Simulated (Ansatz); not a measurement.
# Worked example: the barrier

An elementary step of SiHCl4, doublet (SiCl₄ ([Cl][Si]([Cl])([Cl])[Cl]) + H → SiCl₃ ([Cl][Si]([Cl])[Cl]) + HCl; bonds formed: Cl1–H6; bonds broken: Cl1–Si2). “Start” is the structure reached by relaxing down from the saddle towards the reactants; PBE0-D4/def2-TZVP structures. The saddle:

```
6
angstrom
Cl -0.6849 0.1401 1.4375
Si 0.2919 -0.0582 -0.6097
Cl 1.5270 -1.6702 -0.6046
Cl -1.1532 -0.3041 -2.0151
Cl 1.3579 1.6244 -1.0057
H -1.3387 0.2679 2.7975
```

Ansatz 0.2.0; basis: def2-TZVPP and def2-QZVPP; cores frozen in the correlated methods; orbitals are unrestricted.

Energies in eV:

| quantity | saddle | start |
| --- | --- | --- |
| Hartree–Fock, triple zeta (X = 3) | -57896.38809 | -57897.94310 |
| Hartree–Fock, quadruple zeta (X = 4) | -57898.04243 | -57899.57597 |
| MP2 correlation, X = 3 | -23.95685 | -23.52215 |
| MP2 correlation, X = 4 | -26.41205 | -25.96765 |
| CCSD(T) correlation, X = 3 | -26.89797 | -26.25677 |

Question: Work out the barrier at the basis limit: extrapolate Hartree–Fock as E(X) = E∞ + A exp(−7.88 √X) and the MP2 correlation as E(X) = E∞ + B X^−2.97 (the exponents that Neese and Valeev fitted for def2-TZVPP and QZVPP), then add CCSD(T) − MP2 in triple zeta.

Answer: Each step is linear, so take the differences first (saddle − start): Hartree–Fock 1.55501 (X = 3) and 1.53354 (X = 4); MP2 correlation -0.43470 and -0.44440; CCSD(T) correlation -0.64120.
Two points give E∞ = E(4) + w [E(4) − E(3)], with w = 1/(exp(7.88 (2 − √3)) − 1) = 0.1377 for Hartree–Fock and w = 1/((4/3)^2.97 − 1) = 0.7407 for the correlation.
Hartree–Fock: 1.53354 + 0.1377 × (-0.02147) = 1.5306 eV.
MP2 correlation: -0.44440 + 0.7407 × (-0.00970) = -0.4516 eV.
CCSD(T) − MP2: -0.64120 − (-0.43470) = -0.2065 eV.
Sum: 1.5306 + (-0.4516) + (-0.2065) = 0.8725 eV, or 20.12 kcal/mol. Plain CCSD(T) in triple zeta gives 0.9138 eV, so the larger basis shifts the result by -0.0413 eV.

T1 diagnostic: at most 0.014. ⟨S²⟩ of the unrestricted Hartree–Fock references: 0.75 to 0.80 (a pure state has 0.75). The unrestricted reference is spin-contaminated, which hurts MP2 most.

Radical steps of this kind take place in plasma deposition and etching.

Labels in which every atom is bracketed show which atoms are joined, not bond orders.

For scale, one of the runs: CCSD(T)/def2-TZVPP, 224 basis functions, launched by `ansatz run in.yaml --threads 8 --pin off --events-out ev --progress --plain --max-ram 19148MiB`. The run took 3.5 min on 8 CPU threads of an Arm Neoverse V2 (shared host), with 8.4 GiB of host memory at its peak.
